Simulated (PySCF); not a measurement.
**Exercise with solution: oscillator strength and radiative lifetime**

1-chloro-1-fluoroethene (C2H2ClF), SMILES C=C(F)Cl.

Coordinates come from a TPSSh-D3(BJ)/def2-SVP optimisation.

TDDFT-LC-ωPBE/def2-SVPD in PySCF 2.14.0 puts the first singlet state with f over 0.02 at 7.23 eV (vertical), with the transition dipole (-0.896, 1.126, 0.000) in atomic units.

Problem. Find the oscillator strength, the wavelength and the radiative lifetime that this transition would have in vacuum if emission retraced absorption.

Solution. 
|μ|² = 2.0707 au, so |μ| = 3.66 D. ΔE = 7.23/27.211 = 0.2657 hartree. f = (2/3) ΔE |μ|² = 0.367 (the program prints 0.366).
λ = 1239.84/7.23 = 171 nm; ν = 58314 cm⁻¹.
Einstein's coefficient A = 0.6670 ν² f s⁻¹ (ν in cm⁻¹) = 8.3e8 s⁻¹, so τ = 1/A = 1.2 ns. This state is S2; the lower singlet has f = 0.000. The figure is the radiative limit of this one transition; relaxation, internal conversion, crossing to triplets and a medium change what is measured.
